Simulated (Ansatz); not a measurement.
Reaction (SMILES): [Cl][Ga] (Cl-Ga) (closed-shell singlet) → Cl atom + Ga atom
B3LYP-D3(BJ)/def2-TZVP geometries, fixed; electronic energies without zero-point terms.
Largest species:
```
Ga
Cl 1 2.2389
```
Charge 0, spin multiplicity 1.

Energies in hartree at CCSD(T) with Ansatz (an electronic-structure program); the atomisation energy is their sum with the coefficients shown, times 627.509 kcal/mol a hartree. All functions are spherical. Cores are frozen (with 3d on Ga to Br). Open shells are unrestricted. No added dispersion term, no relativity.

```json
[
 {"species": "[Cl][Ga] (Cl-Ga) (closed-shell singlet)", "coefficient": "-1", "part": "Hartree-Fock", "cc-pV(D+d)Z": "-2382.79381", "cc-pV(T+d)Z": "-2382.88027", "cc-pV(Q+d)Z": "-2382.88625"},
 {"species": "[Cl][Ga] (Cl-Ga) (closed-shell singlet)", "coefficient": "-1", "part": "correlation", "cc-pV(D+d)Z": "-0.20839", "cc-pV(T+d)Z": "-0.27499", "cc-pV(Q+d)Z": "-0.29876"},
 {"species": "Cl atom", "coefficient": "+1", "part": "Hartree-Fock", "cc-pV(D+d)Z": "-459.47140", "cc-pV(T+d)Z": "-459.48556", "cc-pV(Q+d)Z": "-459.48916"},
 {"species": "Cl atom", "coefficient": "+1", "part": "correlation", "cc-pV(D+d)Z": "-0.13264", "cc-pV(T+d)Z": "-0.18800", "cc-pV(Q+d)Z": "-0.20533"},
 {"species": "Ga atom", "coefficient": "+1", "part": "Hartree-Fock", "cc-pV(D+d)Z": "-1923.19220", "cc-pV(T+d)Z": "-1923.26189", "cc-pV(Q+d)Z": "-1923.26422"},
 {"species": "Ga atom", "coefficient": "+1", "part": "correlation", "cc-pV(D+d)Z": "-0.04407", "cc-pV(T+d)Z": "-0.04739", "cc-pV(Q+d)Z": "-0.04923"}
]
```

Predict the atomisation energy in cc-pV(5+d)Z (X = 5): let each Hartree-Fock step shrink by the ratio of the last two, and fit each correlation energy at X = 3 and 4 to E + A/X^3. Compare with the run.


- [Cl][Ga] (Cl-Ga) (closed-shell singlet): steps -0.08646 and -0.00598, ratio 0.069, so Hartree-Fock -2382.88666 (run: -2382.88710); A = (-0.27499 - (-0.29876))/(1/27 - 1/64) = 1.1101, correlation -0.29876 - A/64 + A/125 = -0.30722 (run: -0.30643).
- Cl atom: steps -0.01416 and -0.00360, ratio 0.254, so Hartree-Fock -459.49007 (run: -459.48973); A = (-0.18800 - (-0.20533))/(1/27 - 1/64) = 0.8094, correlation -0.20533 - A/64 + A/125 = -0.21150 (run: -0.21087).
- Ga atom: steps -0.06969 and -0.00233, ratio 0.033, so Hartree-Fock -1923.26430 (run: -1923.26444); A = (-0.04739 - (-0.04923))/(1/27 - 1/64) = 0.0859, correlation -0.04923 - A/64 + A/125 = -0.04988 (run: -0.04965).
Predicted 111.78 kcal/mol; the run in cc-pV(5+d)Z gives 112.22, a miss of -0.45. Keeping the value in cc-pV(Q+d)Z, 111.11, would miss by -1.11. All sums are of the energies as printed.
